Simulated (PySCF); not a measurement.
# Core binding energy against partial charge

C₅H₈B₂O.
SMILES with atom numbers: `[BH2:1][CH2:2][BH:3][c:4]1[cH:5][cH:6][cH:7][o:8]1`

Binding energies: PySCF, delta-SCF UKS SCAN, pcX-2 on the ionised atom, pcseg-1 elsewhere, spin-free X2C. Charges: PBE0/pcSseg-1 ground-state density, for the ionised atom.

```csv
atom,environment,C 1s (eV),Mulliken (e),IAO (e),Hirshfeld (e),ESP (e)
C2,sp3 carbon bound to boron,289.50,-0.588,-0.535,-0.209,-0.284
C5,aromatic CH carbon,290.66,-0.128,-0.150,-0.053,-0.261
C6,aromatic CH carbon,290.68,-0.170,-0.227,-0.085,-0.182
C4,substituted aromatic carbon,291.16,+0.021,+0.022,-0.027,+0.127
C7,aromatic CH next to a ring oxygen,291.93,+0.188,+0.052,+0.037,-0.073
```

Q: How well does each charge scheme correlate with the binding energies over these sites?

A: Mulliken: r = 0.99, slope 3.0 eV per e; Hirshfeld: r = 0.98, slope 9.6 eV per e; IAO: r = 0.96, slope 3.6 eV per e; ESP: r = 0.64, slope 3.4 eV per e. On 5 points no scheme stands out.

Q: The point-charge model writes a binding energy as kq + V + constant, with V the potential of the other atoms' charges at the site. What does it give with the ESP charges?

A: V = Σ 14.40 eV Å × q/r over all other atoms: +3.91 eV at C2, +2.65 eV at C5, +1.27 eV at C6, -2.50 eV at C4, +0.31 eV at C7. Fitting binding energy − V to q gives k = 17.7 eV per e and leaves an rms residual of 0.88 eV, against 0.61 eV for the fit on q alone. The model has no term for differences in relaxation between sites.

The structure is a single PBE0-D3(BJ)/def2-SVP conformer in the gas phase; no vibrational or solvent corrections.

Shape of the structure used: `[BH2:1][CH2:2][BH:3][c:4]1[cH:5][cH:6][cH:7][o:8]1`: B1–C2–B3–C4 -89°, C2–B3–C4–C5 179°.
